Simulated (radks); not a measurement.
Computed order of ionisation of thulium. At each step one electron was removed from each of the four highest sub-shells of the ion before, moves of one valence electron (up to charge 6) and the configuration listed by NIST were tried, and the lowest configuration was kept. Calculated with a radial shooting solver on a logarithmic mesh with Libxc functionals: non-relativistic Kohn-Sham, PBE, spin-polarised, spherical densities, point nucleus. Open shells are filled with parallel spins first.

| species | lowest configuration found | NIST configuration | margin to the next tried (eV) | IE (eV) | NIST IE (eV) | kind |
|---|---|---|---|---|---|---|
| Tm | [Xe] 4f13 6s2 | same | 1.696 | 4.332 | 6.184 | exp. |
| Tm+ | [Xe] 4f14 | [Xe] 4f13 6s1 lies 1.439 eV higher | 1.439 | 12.802 | 12.07 | semi-emp. |
| Tm2+ | [Xe] 4f13 | same | 9.240 | 30.094 | 23.66 | semi-emp. |
| Tm3+ | [Xe] 4f12 | same | 15.774 | 50.212 | 42.41 | semi-emp. |
| Tm4+ | [Xe] 4f11 | same | 10.854 | 72.593 | - |  |
| Tm5+ | [Xe] 4f10 | [Kr] 4d10 4f11 5s2 5p5 lies 4.939 eV higher | 4.939 | 95.097 | 98 | theory |
| Tm6+ | [Kr] 4d10 4f10 5s2 5p5 | differs (not computed) | 1.853 | 110.67 | 116 | theory |
| Tm7+ | [Kr] 4d10 4f10 5s2 5p4 | differs (not computed) | 4.842 | 126.45 | 133 | theory |
| Tm8+ | [Kr] 4d10 4f10 5s2 5p3 | differs (not computed) | 8.223 | 148.40 | 160 | theory |
| Tm9+ | [Kr] 4d10 4f10 5s2 5p2 | differs (not computed) | 5.991 | 165.59 | 180 | theory |
| Tm10+ | [Kr] 4d10 4f10 5s2 5p1 | differs (not computed) | 9.662 | 182.95 | 205 | theory |
| Tm11+ | [Kr] 4d10 4f10 5s2 | same | 13.721 | 218.65 | 239 | theory |
| Tm12+ | [Kr] 4d10 4f9 5s2 | same | 5.171 | 246.58 | 274 | theory |
| Tm13+ | [Kr] 4d10 4f9 5s1 | same | 3.317 | 270.31 | 295 | theory |

Reference values: NIST Atomic Spectra Database (exp. = measured, semi-emp. = semi-empirical, theory = theoretical value adopted there). Relativity is left out here, which matters for elements this heavy. Open shells are spherical and high-spin; term and fine-structure splittings are not resolved. Tried without a valid solution: [Xe] 4f14 6s1. No tabulated value is given for the 4+ ions of Nd, Pm and Eu to Yb, where it belongs to another shell than the one emptied here.
